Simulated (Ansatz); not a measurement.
# Pulling the pair apart

The pair of Li⁺ (SMILES [Li+], atom 1) and Si2H6 (SMILES [SiH3][SiH3], atoms 2–9), both closed shells, in one local arrangement (a lower one may exist), relaxed at PBE0-D4/def2-TZVP:

```
atom    x (Å)    y (Å)    z (Å)
 Li1   0.0875  -0.0687  -2.1737
 Si2  -0.1677  -1.1603   0.4016
 Si3   0.1378   1.1838   0.3399
  H4  -1.4914  -1.5616   0.9192
  H5  -0.1718  -1.5622  -1.0685
  H6   0.9772  -1.8785   0.9977
  H7   1.4167   1.6202   0.9359
  H8  -1.0495   1.9351   0.7957
  H9   0.2611   1.4923  -1.1475
```

Si2H6 is shifted rigidly along the line between the mean atom positions of the two fragments (negative: closer). Counterpoise interaction energies in kcal/mol. Program: Ansatz 0.2.0. Basis: def2-TZVPPD. Cores are frozen in the correlated methods. The outer core shell of Li, Na, Mg and K is correlated.

| shift (Å) | PBE0-D4 | wB97M-V | HF |
| --- | --- | --- | --- |
| -0.28 | -21.44 | -20.25 | -17.08 |
| -0.14 | -23.31 | -22.39 | -19.70 |
| 0.00 | -24.16 | -23.25 | -20.94 |
| 0.14 | -23.85 | -23.17 | -21.16 |
| 0.34 | -22.39 | -21.98 | -20.31 |
| 0.70 | -20.12 | -18.14 | -16.95 |
| 1.40 | -12.02 | -10.70 | -10.23 |
| 2.81 | -4.01 | -3.78 | -3.83 |

Task: What does CCSD(T) give at these shifts? (To be estimated.)

Result: Computed: -18.20, -20.54, -21.55, -21.58, -20.52, -16.93, -10.02, -3.62 kcal/mol. For zero shift, CCSD(T) at an estimated basis limit (MP2 extrapolated from triple and quadruple zeta, plus CCSD(T) − MP2 in triple zeta) gives -22.42 kcal/mol. These are counterpoise interaction energies, counted from the two frozen fragments.

No T1 diagnostic of these runs exceeds 0.013.

For scale, one of the runs: CCSD(T)/def2-TZVPPD, 220 basis functions, launched by `ansatz run in.yaml --threads 2 --pin off --events-out ev --progress --plain --max-ram 5222MiB`. Hardware: 2 CPU threads, shared host. Wall time 38 s; peak host memory 3.1 GiB.
